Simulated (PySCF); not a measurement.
Species: C6H8F3P.
Z-matrix (Å and degrees, PBE0-D3(BJ)/def2-SVP geometry), rows numbered from 1:
```
C 
C   1  1.4915
C   2  1.3468  1  126.89
C   3  1.4956  2  124.28  1    -0.41
F   4  1.3410  3  112.10  2    57.62
F   4  1.3379  3  111.03  2   177.37
F   4  1.3407  3  112.67  2   -62.52
P   3  1.8359  2  114.14  1  -172.67
C   8  1.8769  3   88.45  2   -17.77
C   2  1.5066  1  118.82  3  -175.92
H   1  1.0958  2  113.22  3    -3.81
H   1  1.1024  2  110.07  3  -125.43
H   1  1.1031  2  109.92  3   117.58
H   8  1.4311  3   98.66  2  -116.68
H   9  1.0998  8  109.24  3   -93.20
H   9  1.0992  8  111.01  3   148.07
H  10  1.1066  2  108.14  1    73.23
H  10  1.1033  2  111.33  1   -42.36
```

All values: PBE0/pcSseg-1 (PySCF, non-relativistic), on one gas-phase PBE0-D3(BJ)/def2-SVP geometry that isn't relaxed in the solvent. The solvent is an IEF-PCM continuum (van der Waals radii × 1.2). Only the electrostatic response of the medium enters.

| run | E − E(gas) (kcal/mol) | HOMO (eV) | HOMO–LUMO gap (eV) | dipole (D) |
| --- | --- | --- | --- | --- |
| gas | 0.00 | -6.68 | 6.01 | 3.64 |
| P | -3.40 | -6.59 | 6.07 | 4.58 |
| Q | -4.20 | -6.59 | 6.09 | 4.82 |

Question: The runs were made in tetrahydrofuran and water. Which run belongs to which solvent?

Answer: P = tetrahydrofuran, Q = water. The dielectric constants are 7.426 (tetrahydrofuran), 78.36 (water), and the energy falls further as ε rises. In this model the ground state sees the solvent through ε alone.

Question: How constant is the ratio of the lowering to (ε − 1)/(2ε + 1)?

Answer: 
| solvent | (ε − 1)/(2ε + 1) | E − E(gas) (kcal/mol) | ratio (kcal/mol) | polarisation term (kcal/mol) |
| --- | --- | --- | --- | --- |
| tetrahydrofuran | 0.405 | -3.40 | -8.4 | -3.97 |
| water | 0.490 | -4.20 | -8.6 | -5.09 |

The ratio changes by +2.0 % in size from tetrahydrofuran to water. The polarisation term is half the interaction of the solute with the induced surface charges.
